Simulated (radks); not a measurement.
Fractional charge and spin in the 5p shell of samarium: the spin-up occupation runs from 2 to 3 and the spin-down occupation from 2 to 3; the fullest corner is Sm, [Kr] 4d10 4f(up 3, down 3) 5s2 6s2 5p(up 3, down 3). All-electron calculation, scalar-relativistic Kohn-Sham, PBE, spin-polarised, spherical densities, point nucleus. Program: a radial shooting solver on a logarithmic mesh with Libxc functionals. Energy (eV) minus the two flat planes that join the four corners (they meet along the diagonal where the two added fractions sum to one electron); zero is where a piecewise linear energy would lie.

down \ up,2,2.25,2.5,2.75,3
2,0.000,-1.044,-1.383,-1.030,0.000
2.25,-1.044,-1.328,-0.922,0.159,-0.928
2.5,-1.383,-0.922,0.211,-0.825,-1.222
2.75,-1.030,0.159,-0.825,-1.172,-0.904
3,0.000,-0.928,-1.222,-0.904,0.000

Corners above the fullest one (they belong to Sm+ and the next ion): (up 3, down 2) 27.953 eV, (up 2, down 3) 27.953 eV, (up 2, down 2) 67.211 eV. With half an added electron in each spin the energy lies 0.211 eV from the planes, and with half an added electron in spin up alone -1.383 eV. The planes are only a guide here: the flat-plane condition holds for ground states with one frontier orbital, while this shell lies below other occupied shells, so the corners above the fullest one are inner-hole states and not the ground states of those ions.
